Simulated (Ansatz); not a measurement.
Saddle point of SiNH₆OF, closed shell (SiH₃OF ([OH][SiH2][F]) + NH₃ → SiNH₅O ([NH2][SiH2][OH]) + HF; bonds formed: Si1–N7, F2–H6; bonds broken: Si1–F2, H6–N7), PBE0-D4/def2-TZVP structure:

| atom | x (Å) | y (Å) | z (Å) |
| --- | --- | --- | --- |
| Si1 | -0.5768 | -0.0930 | 0.5621 |
| F2 | 1.4630 | -0.9025 | 0.2075 |
| H3 | -0.8753 | -1.5292 | 0.7124 |
| H4 | -1.8867 | 0.6208 | 0.5477 |
| O5 | 0.2478 | 0.7896 | 1.6576 |
| H6 | 0.9496 | -0.3323 | -0.8733 |
| N7 | -0.0123 | 0.1788 | -1.1872 |
| H8 | 1.1468 | 0.4439 | 1.7263 |
| H9 | -0.5353 | -0.3262 | -1.8929 |
| H10 | 0.0792 | 1.1501 | -1.4603 |

Energies are electronic, without zero-point energy. Barriers and step energies count from the start structure reached by relaxing down the imaginary mode; all methods use the PBE0-D4 structures, on which another method's saddle can fall below an end. Program: Ansatz 0.2.0. Basis: def2-TZVPP, with def2-QZVPP for the basis limit. Cores are frozen in the correlated methods. B3LYP uses VWN-RPA correlation. Extrapolation: Hartree–Fock as exp(−7.88 √X), correlation as X^−2.97.

```
      method  barrier (kcal/mol)  step energy (kcal/mol)
       SPW92               16.12                    7.28
      PBE-D4               22.90                   10.73
     BLYP-D4               26.33                   12.37
   r2SCAN-D4               25.96                   12.87
      B97M-V                   ?                   15.27
     PBE0-D4               25.98                   11.69
    B3LYP-D4               28.37                   13.05
  r2SCAN0-D4               27.96                   13.18
    BHLYP-D4               31.83                   14.57
CAM-B3LYP-D4               27.92                   13.06
     wB97X-V                   ?                   13.58
     wB97M-V               28.18                   14.02
      B2PLYP               29.24                   13.76
    PBE-QIDH               28.13                   12.79
  RPA on PBE               30.16                   14.47
          HF               41.05                   18.59
         MP2                   ?                   13.17
        CCSD               31.81                   14.60
     CCSD(T)               29.90                   13.80
```

Question: Fill in the withheld barriers. (An estimate is asked for; the value comes from the calculation.)

Answer: By the calculation: B97M-V 29.90; wB97X-V 28.11; MP2 28.81 kcal/mol. Each is the energy of the saddle less that of the start structure, by the same method.

For comparison, the barrier by CCSD(T) at an estimated basis limit (MP2 extrapolated from triple and quadruple zeta, plus CCSD(T) − MP2 in triple zeta) is 29.36 kcal/mol.

T1 diagnostic: at most 0.013.

The step is the kind of exchange with an N–H group that builds nitride films in atomic layer and chemical vapour deposition.

Labels in which every atom is bracketed show which atoms are joined, not bond orders.

For scale, one of the runs: CCSD(T)/def2-TZVPP, 219 basis functions (an equivalent command: `ansatz run in.yaml --threads 4`). The run took 68 s on 4 CPU threads (shared host), with 3.4 GiB of host memory at its peak.
